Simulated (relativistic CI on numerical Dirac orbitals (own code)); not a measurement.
# Hyperfine structure of Lu30+, mass number 173

Computed by Dirac-Coulomb-Breit CI, KLI orbitals optimised for each configuration, model QED, unscaled Slater integrals (own radial code, finite nucleus).

Configuration list (outside the closed core [Ar] 3d10): 4s2 4p6 4d5, 4s2 4p5 4d6, 4s2 4p6 4d4 4f, 4s 4p6 4d5 4f, 4p6 4d7, 4p5 4d8, 4s2 4p6 4d3 5s2, 4s2 4p6 4d2 4f 5s2, 4s 4p6 4d3 4f 5s2. Double excitations out of closed p, d and f shells are left out; levels of such configurations are missing from the list, as are those of other unlisted configurations, and high levels can miss mixing partners.

Nuclear spin I = 7/2, μ = 2.273 μN, Q = 3.53 b (tables of Stone and Pyykkö). The electronic factors are computed for point nuclear moments, without core polarisation or the Bohr-Weisskopf and QED corrections.

| Level | E (cm⁻¹) | A (MHz) | B (MHz) |
| --- | --- | --- | --- |
| 4s2 4p6 4d5 4P_1/2 | 146363.2 | -3095 |  |
| 4s2 4p6 4d5 2D_3/2 | 195388.0 | 12810 | -48800 |
| 4s2 4p6 4d5 4D_7/2 | 211537.8 | 5245 | -8460 |
| 4s2 4p6 4d5 2I_11/2 | 215400.8 | 7488 | 1960 |
| 4s2 4p6 4d5 4G_9/2 | 222324.6 | 6460 | -9460 |

Levels with J = 0, under 50 % of one LS term, or S terms without an open s electron are left out. Small factors come from cancelling terms and can be off by tens of per cent or more.

At this charge energies of transitions that change n are usually good to better than 1 %, and those within a shell (Δn = 0) to a few per cent. Terms inside the open d or f shell come out 10 to 20 % too wide with unscaled integrals.

(1) Give the hyperfine levels of 4s2 4p6 4d5 2D_3/2 relative to its centre of gravity.

Answers

(1) With K = F(F + 1) − I(I + 1) − J(J + 1), E = AK/2 + B[¾K(K + 1) − I(I + 1)J(J + 1)]/[2I(2I − 1)J(2J − 1)]: F = 2: -112600, F = 3: -39340, F = 4: 25860, F = 5: 55070 MHz.

LS names give the leading component of a level, which can be under half, so a name can repeat, a term be missing and a line seem to break the LS rules.
